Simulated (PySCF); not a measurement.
## Static response to an electric field

Compound: 5-hexyn-2-one, C6H8O.
Geometry (GFN2-xTB, Å), atoms numbered from 1 in this order:
```xyz
15
C6H8O angstrom
C      3.3010    1.2036    0.2117
C      2.4026    0.4157    0.2727
C      1.2965   -0.5155    0.3398
C     -0.0443    0.2031    0.1666
C     -1.2161   -0.7540    0.2345
C     -2.5638   -0.0940    0.0703
O     -1.0858   -1.9387    0.4041
H      4.0995    1.8818    0.1608
H      1.3128   -1.0312    1.3036
H      1.4094   -1.2705   -0.4428
H     -0.0718    0.7203   -0.7956
H     -0.1681    0.9623    0.9429
H     -2.6135    0.4124   -0.8913
H     -3.3539   -0.8380    0.1293
H     -2.7089    0.6505    0.8500
```

Level: B3LYP/def2-SVPD (PySCF), static field, nuclei fixed, core orbitals frozen in the response. The polarisability tensor in these axes (au):

```
x   91.64 11.76  0.40
y   11.76 74.35 -2.11
z    0.40 -2.11 54.70
```

Diagonalise the tensor; give its mean and Δα, where Δα² is half the sum of the squared differences of the eigenvalues.

Principal values 54.39, 68.71 and 97.60 au; mean 73.57 au = 10.90 Å³ = 12.13 × 10⁻⁴⁰ C²·m²/J; Δα = 38.13 au (52 % of the mean).

What is the dipole moment, and where does it point?

(-1.00, 2.44, -0.39) D, 2.67 D in size, pointing from the negative to the positive side. Measured along this direction, the outermost atoms are H9 and H10 at the negative end and H13 and H15 at the positive end.

Find the Langevin capture rate constant for NO+ (29.998 u) meeting this molecule (96.058 u), k = 2.342 × 10⁻⁹ cm³/s × √(α in Å³ / reduced mass in u).

The reduced mass is 22.86 u, so k = 1.62 × 10⁻⁹ cm³/s. The formula leaves out the permanent dipole, which adds to the capture rate.

Directions of the eigenvectors, and the extent of the frame along each?

Largest value along (0.89, 0.45, -0.01), where the nuclei span 7.88 Å; middle along (-0.45, 0.88, -0.15), 3.36 Å; least along (-0.05, 0.14, 0.99), 1.77 Å. The response follows the extents in order.

Orientational against electronic polarisability at 250 K (dilute gas, rigid molecules)?

In Gaussian units μ²/3kT = 68.63 Å³ against 10.90 Å³, a ratio of 6.30; the Debye molar polarisation (4π/3)N_A(α + μ²/3kT) is 200.6 cm³/mol, leaving out the vibrational part.

Rayleigh depolarisation ratio (linearly polarised light, static tensor)?

ρ = 3Δα²/(45ᾱ² + 4Δα²) = 4361.5/(243537 + 5815.3) = 0.0175.

Isolated species at its GFN2-xTB geometry (one conformer only).
